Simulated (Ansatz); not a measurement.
Consider the atomization: `BBC[SiH3]` → 2 B• + C• + 8 H• + Si•.

Calculated with Ansatz (gas phase, PBE0-D4/def2-TZVP geometries, no zero-point term in ΔE). CCSD(T)/CBS adds triple-zeta CCSD(T) − MP2 to the extrapolated MP2 energy (def2 sets, frozen cores). This one scheme is used for every species, atoms too. Functionals use def2-TZVPP. Open shells (•) are unrestricted, without spin–orbit coupling. Spin–orbit coupling would lower the free atoms: a little for B, C, Si. One conformer a species, not always the lowest.

```json
{"level": "r2SCAN0-D4", "ΔE (kcal/mol)": "972.5"}
{"level": "PBE-QIDH", "ΔE (kcal/mol)": "968.4"}
```

What does CCSD(T)/CBS give? (Best estimate.)

Computed: +967.3 kcal/mol. The listed levels differ from it by 5.2, 1.1 kcal/mol.

Largest T1 diagnostic among the species: 0.014.

At CCSD(T), def2-SVP lies −42.1 kcal/mol from the extrapolated value and def2-TZVPP −19.2 kcal/mol: correlation converges slowly with the basis, and small sets miss more of it in the bonded molecule than in its fragments. From PBE to PBE0 (25 % exact exchange), in def2-TZVPP and without D4, ΔE moves by −2.7 kcal/mol: exact exchange takes away binding that semilocal exchange gives to molecules.

For atomizations the MP2-based limit and the directly extrapolated one differ by several kJ/mol either way, and by 10 to 25 for some Ge, Se and Sn compounds, so smaller differences from it don't rank the levels.
